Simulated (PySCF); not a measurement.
**A small calculation by hand: refractive index and permittivity of the vapour**

CH5ClOSn, SMILES C[O][SnH2][Cl].

Geometry: PBE0-D3(BJ)/def2-SVP. The def2 effective core potentials stand for the cores of Sn; spin–orbit coupling is left out. The values are those of a single conformer.

PySCF with r2SCAN/def2-TZVP gives a mean static polarisability of 66.5 bohr³ and a dipole moment of 2.01 D. Take an ideal gas at 298.15 K and 1 bar, whether or not the substance is that volatile.

Work out n − 1 in the optical limit and the static ε − 1.


Polarisability volume α' = 66.5 × 0.148185 = 9.85 Å³. Number density N = p/kT = 2.43e-5 Å⁻³.
Dilute limit of Lorentz–Lorenz: n − 1 = 2π N α' = 0.0015.
Orientation term of Debye: μ²/(3kT) = 8.098 Å³ × μ²(D²) = 32.72 Å³.
ε − 1 = 4π N (α' + μ²/3kT) = 0.013. Orientation of the dipole supplies 77 % of the static response; it can't follow optical fields. Vibrational polarisation and dispersion are left out.
